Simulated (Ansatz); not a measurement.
Born–Oppenheimer molecular dynamics of CH₃AlO₂ (7 atoms, charge 0, multiplicity 1). It starts from a relaxed structure.

Theory: Ansatz 0.2.0, RKS B3LYP-D4/6-31G*.

```json
{
 "ensemble": "NVT, Nosé–Hoover chain",
 "time step": "0.5 fs",
 "steps asked": "300",
 "set temperature": "1000 K",
 "thermostat": "time constant 100 fs, chain length 3 (defaults)",
 "seed": "700157"
}
```

First frame:

```xyz
7
Properties=species:S:1:pos:R:3
O -0.290 -0.940 0.728
C 0.915 -0.692 0.404
O 1.137 0.297 -0.365
Al -0.789 0.591 -0.368
H 1.738 -1.312 0.777
H -1.198 1.838 0.510
H -1.452 0.151 -1.732
```

(1) What does the run give?

(2) What happens to the structure?

(3) How do temperature and energy run in time?

Answers

(1) The run went to its last step.

* steps done: 300
* time covered: 150 fs
* mean temperature over the second half: 668 K
* spread of the potential energy over the second half: 17.9 meV per atom
* mean potential energy of the second half above the start: 66.5 meV per atom

The conserved energy stayed within 0.38 meV per atom of its start (net change 0.3 meV per atom), so the integration is sound. The mean temperature of the second half is 33 % below the set value. A run of 0.15 ps of so small a system gives no equilibrium averages.

(2) The same pairs are bonded in the first frame and the last. Pairs count as bonded within 1.25 times the sum of covalent radii (0.12 Å more for H–H). Another seed would give other details.

(3) 
```csv
time (fs),T (K),potential energy less start (eV),conserved less start (meV/atom)
0.0,1000,0.000,0.00
5.0,476,0.340,0.19
10.0,501,0.324,0.08
15.0,378,0.406,0.15
20.0,425,0.377,0.16
25.0,547,0.301,0.08
30.0,212,0.523,0.26
35.0,708,0.206,0.09
40.0,515,0.340,0.21
45.0,450,0.389,0.19
50.0,541,0.339,0.16
55.0,533,0.354,0.23
60.0,867,0.152,0.07
65.0,320,0.520,0.24
70.0,504,0.407,0.10
75.0,672,0.315,0.10
80.0,602,0.375,0.11
85.0,593,0.398,0.08
90.0,369,0.556,0.21
95.0,943,0.203,0.04
100.0,669,0.410,0.21
105.0,621,0.458,0.14
110.0,601,0.494,0.24
115.0,687,0.459,0.32
120.0,948,0.320,0.17
125.0,391,0.702,0.38
130.0,751,0.487,0.25
135.0,920,0.404,0.19
140.0,579,0.646,0.30
145.0,715,0.574,0.12
150.0,639,0.639,0.30
```

Time of the run: 3.5 min on 1 thread of AMD EPYC 9R45 96-Core Processor (Zen 5) (shared host), peak memory 0.13 GiB.
